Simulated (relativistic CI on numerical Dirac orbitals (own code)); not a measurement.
**Hyperfine structure of Ru³⁷⁺, mass number 99**

Method of calculation: Dirac-Coulomb-Breit CI, KLI orbitals optimised for each configuration, model QED (radiative potential, 1s self-energy scaled to tabulated hydrogen-like ionisation energies), unscaled Slater integrals (own radial code, finite nucleus).

Configuration list (outside the closed core 1s2): 2s²2p³, 2s2p⁴, 2p⁵, 2p⁴3s, 2p⁴3p, 2p⁴3d, 2s²2p²3s, 2s²2p²3p, 2s²2p²3d, 2s2p³3s, 2s2p³3p, 2s2p³3d, 2s²2p²4s, 2s²2p²4p, 2s²2p²4d, 2s²2p²4f. Levels of other configurations are missing.

Nuclear spin I = 5/2, μ = -0.641 μN, Q = 0.079 b (tables of Stone and Pyykkö). The electronic factors are computed for point nuclear moments, without core polarisation or the Bohr-Weisskopf and QED corrections.

```csv
Level,E (10³ cm⁻¹),A (GHz),B (GHz)
2s²2p³ ²D°5/2,1129.8,-79.79,-0.0719
2s²2p³ ²P°1/2,1311.3,-237.7,
2s²2p³ ²P°3/2,2309.8,-42.23,-25.2
2s2p⁴ ⁴P5/2,2323.1,-181.5,10.7
2s2p⁴ ²S1/2,2732.2,-693.5,
2s2p⁴ ⁴P3/2,3476.6,-149.7,-17.9
2s2p⁴ ²D5/2,3681.5,-223.5,-33.8
2s2p⁴ ²P1/2,3888.8,146.6,
```

Levels with J = 0, under 50 % of one LS term, or S terms without an open s electron are left out. Small factors come from cancelling terms and can be off by tens of per cent or more.

At this charge energies of transitions that change n are usually good to better than 1 %, and those within a shell (Δn = 0) to a few per cent.

Problem. Give the hyperfine levels of 2s²2p³ ²D°5/2 relative to its centre of gravity.

Solution. With K = F(F + 1) − I(I + 1) − J(J + 1), E = AK/2 + B[¾K(K + 1) − I(I + 1)J(J + 1)]/[2I(2I − 1)J(2J − 1)]: F = 0: 698.1, F = 1: 618.3, F = 2: 458.8, F = 3: 219.4, F = 4: -99.71, F = 5: -498.7 GHz.

LS names give the leading component of a level, which can be under half, so a name can repeat, a term be missing and a line seem to break the LS rules.
